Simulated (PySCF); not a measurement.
Method: PBE0/[Hg def2-TZVPD with ECP60, H def2-TZVPD], scalar-relativistic core potentials, density fitting, no spin–orbit coupling, PySCF.

```xyz
4
charge -1 multiplicity 1, angstrom
Hg    0.0000    0.0000    0.0000
H     1.7638    0.0000    0.0000
H    -0.8819    1.5275    0.0000
H    -0.8819   -1.5275    0.0000
```

HgH₃⁻ (singlet), along the line from Hg1 (at 0) through H2 (at 1.764 Å). Core electrons replaced by a potential are absent, the electrostatic potential uses the reduced nuclear charge, and values within about 0.7 Å of such atoms have no physical meaning.

Question: Tabulate the fields along this line at 0.79, 0.97, 1.15, 1.32, 1.50, 1.68, 1.94, 2.12, 2.29, 2.47, 2.65, 2.82 Å.

Answer: 
```tsv
distance (Å)	electron density (e/Å³)	electron localisation function	electrostatic potential (V)
0.79	2.22	0.44	29.1
0.97	0.992	0.269	11.3
1.15	0.71	0.393	4.75
1.32	0.788	0.839	6.34
1.50	1.14	0.989	22.5
1.68	1.88	1	128
1.94	1.23	1	47.5
2.12	0.612	0.999	10
2.29	0.315	0.999	-0.044
2.47	0.168	0.999	-3.66
2.65	0.093	0.999	-4.99
2.82	0.0537	0.998	-5.39
```

On a grid of 0.09 Å the density has a local minimum along the bond near 1.15 Å from Hg, at 0.71 e/Å³, where the ELF is 0.39.

The lowest empty level of this anion is unbound, so it and the gap depend on the basis. No spin–orbit coupling is included, which matters more the heavier the element.
